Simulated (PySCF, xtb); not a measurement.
Al(H)(OMe)2 (C₂H₇AlO₂), SMILES C[O][AlH][O]C. One conformer was computed; it need not be the lowest.

Harmonic wavenumbers (cm⁻¹) from xtb with GFN2-xTB at its own minimum, in rising order: 23, 27, 98, 159, 189, 206, 216, 428, 551, 617, 772, 1140, 1141, 1142, 1144, 1210, 1225, 1417, 1418, 1481, 1481, 1481, 1481, 2032, 2953, 2954, 2955, 2955, 2968, 2969.

**Question.** What does B3LYP-D3(BJ)/def2-SVP (PySCF 2.14.0) give at its own minimum? (An estimate is asked for; the answer gives what the named calculation found.)

**Answer.** 35, 58, 75, 92, 110, 174, 323, 488, 636, 673, 789, 1180, 1182, 1189, 1190, 1250, 1255, 1471, 1475, 1477, 1479, 1483, 1492, 2026, 2971, 2976, 3039, 3043, 3054, 3054. Paired by order, the mean absolute difference is 44 cm⁻¹ and the zero-point energies are 55.5 and 56.8 kcal/mol.
